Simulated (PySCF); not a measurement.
Run record: EPR job, `CO[Si]F` [triplet].

Computed with UKS B3LYP, IGLO-III on C F O Si, pcH-1 on H, non-relativistic, mean-field spin-orbit, GIAO (PySCF 2.14.0). Geometry: PBE0-D3(BJ)/def2-SVP. The input is one job of a driver script: a line of settings, then coordinates in Å.

Input:
```
{"job": {"kind": "epr"}, "charge": 0, "multiplicity": 3}
C     -0.927827     0.042713     0.101575
O      0.284310     0.767516     0.104634
Si     1.753269     0.172797    -0.403613
F      2.691644    -0.557266     0.721453
H     -1.240973    -0.222715    -0.921035
H     -1.700594     0.688001     0.544489
H     -0.853169    -0.881236     0.697937
```

Output:
```
UKS, coarse grid
  cycle   1  E = -504.41951454  |g| = 6.30e-01
  cycle   2  E = -503.86143646  |g| = 1.35e+00
  cycle   3  E = -504.54975815  |g| = 1.51e-01
  cycle   4  E = -504.55525564  |g| = 1.07e-01
  cycle   5  E = -504.55874315  |g| = 1.04e-02
  cycle   6  E = -504.55880240  |g| = 2.65e-03
  cycle   7  E = -504.55880890  |g| = 1.89e-03
  cycle   8  E = -504.55881055  |g| = 8.35e-04
UKS, final grid
  cycle   1  E = -504.55887754  |g| = 1.45e-03
  cycle   2  E = -504.55887515  |g| = 3.01e-03
  cycle   3  E = -504.55887843  |g| = 1.69e-04
  cycle   4  E = -504.55887845  |g| = 6.66e-05
  cycle   5  E = -504.55887845  |g| = 3.17e-05
  cycle   6  E = -504.55887845  |g| = 9.65e-06
E = -504.55887845 Eh   <S^2> = 2.0021 (exact 2.0000)
g shifts (ppm)      1          2          3
  rmc          -190       -190       -190
  gc             53         26         51
  oz_so       -3365      -1699       -181
  total       -3502      -1863       -321
hyperfine (MHz)  atom isotope    a_iso     a_fc   dipolar eigenvalues
    0   13C      25.21      25.21     -1.91     -1.85      3.76
    1   17O     -42.14     -42.09    -26.53     10.23     16.30
    2  29Si    -870.91    -872.45    -85.54     12.08     73.46
    3   19F     207.91     206.76   -147.16     28.49    118.67
    4    1H       1.85       1.84     -3.14     -1.57      4.71
    5    1H       8.00       8.00     -2.28     -1.18      3.46
    6    1H      -0.76      -0.76     -2.95     -1.27      4.22
zero-field splitting (cm-1)  D = 0.1573  E = 0.0146  (spin-spin -0.2393, spin-orbit -0.2313)
```

rmc, gc and oz_so are the mass-correction, gauge-correction and orbital-Zeeman/spin–orbit parts of the g shift along its three principal axes; a_iso is the isotropic hyperfine coupling and a_fc its Fermi-contact part. Atoms in this output count from 0.

Task: Get g_iso from the total shifts.

Result: Their mean is -1895 ppm; added to g_e = 2.002319 it gives 2.00042.

Summary of the converged run: ⟨S²⟩ 2.002; g_iso 2.0004.

Isolated species at its PBE0-D3(BJ)/def2-SVP geometry (one conformer only). This triplet need not be the ground state; the singlet was not compared here.

Hardware: one thread, x86-64 server, shared host. Cost: 17 s.
Labels such as C1 count atoms from 1, the log's own numbers from 0.
